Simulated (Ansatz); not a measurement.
C2H4OSi (`C1=C[SiH2]O1`) at its PBE0-D4/def2-TZVP geometry, where that method's forces vanish. The species carries charge 0 and has multiplicity 1.

```csv
atom,x (Å),y (Å),z (Å)
C1,0.557,-0.567,-0.811
C2,0.830,0.562,-0.137
Si3,-0.768,0.207,0.680
O4,-0.644,-1.112,-0.409
H5,1.095,-1.107,-1.588
H6,1.685,1.209,-0.225
H7,-0.801,-0.242,2.093
H8,-1.955,1.050,0.397
```

(1) For each bond, give half the difference of the two atoms' forces along it (eV/Å; positive pushes the atoms apart) under PBE-D4, r2SCAN-D4, B3LYP-D4, ωB97M-V in def2-TZVPP. (Best estimate.)

Results:

(1) Ansatz gave: 
| bond | length (Å) | PBE-D4 | r2SCAN-D4 | B3LYP-D4 | ωB97M-V |
| --- | --- | --- | --- | --- | --- |
| C1–C2 | 1.344 | 0.39 | 0.19 | 0.09 | -0.05 |
| C1–O4 | 1.379 | 0.44 | 0.30 | 0.36 | 0.31 |
| C1–H5 | 1.087 | -0.08 | -0.11 | -0.26 | -0.18 |
| C2–Si3 | 1.829 | 0.14 | 0.03 | 0.22 | 0.15 |
| C2–H6 | 1.076 | -0.09 | -0.11 | -0.10 | -0.05 |
| Si3–O4 | 1.715 | 0.54 | 0.14 | 0.20 | 0.09 |
| Si3–H7 | 1.483 | -0.01 | -0.02 | -0.17 | -0.18 |
| Si3–H8 | 1.483 | -0.01 | -0.02 | -0.17 | -0.18 |

B3LYP here is the variant with VWN-RPA as its local correlation; programs differ in this.
